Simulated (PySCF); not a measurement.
Gas-phase reaction: SnH4 + 6 O = SnO2 + 2 H2O2

Method: PySCF energies (xtb for GFN2) plus ideal-gas RRHO corrections (1 bar). † marks an energy on the PBE0/def2-TZVP geometry and frequencies; other levels use their own. CCSD(T) freezes the core. Open shells (unrestricted): O (multiplicity 3); the rest are closed-shell singlets. GFN2 has no spin-polarisation term. Spin-orbit splitting is ignored; it lowers the true energy and changes the entropy of O. Sn: scalar-relativistic def2 core potential, no spin-orbit coupling. SnO2: computed as isolated molecules; such fragments, hydroxides, amides, oligomers or adducts are transient or little studied in the gas. CCSD(T) isn't extrapolated to the basis-set limit. Warning, large T1 diagnostic: SnO2 (CCSD(T)/def2-SVP†, CCSD(T)/def2-TZVPP†). Warning, point group unlike the PBE0 one: H2O2 (GFN2-xTB).

| level | ΔH°(298 K), kJ |
|---|---|
| BLYP/def2-TZVP† | ___ |
| CCSD(T)/def2-SVP† | -1541 |
| CCSD(T)/def2-TZVPP† | -1756 |
| GFN2-xTB | ___ |
| HF/def2-TZVP† | ___ |
| M06-2X/def2-TZVP† | -1850 |
| PBE/def2-SVP | -2057 |
| PBE0/def2-QZVP† | -1832 |
| PBE0/def2-TZVP | ___ |
| LDA/def2-TZVP† | -2576 |
| ωB97X-V/def2-TZVP† | -1821 |

Question: What belongs in the gaps?

Answer: 
- BLYP/def2-TZVP†, ΔH°(298 K), kJ: -2001
- GFN2-xTB, ΔH°(298 K), kJ: -4043
- HF/def2-TZVP†, ΔH°(298 K), kJ: -376
- PBE0/def2-TZVP, ΔH°(298 K), kJ: -1805
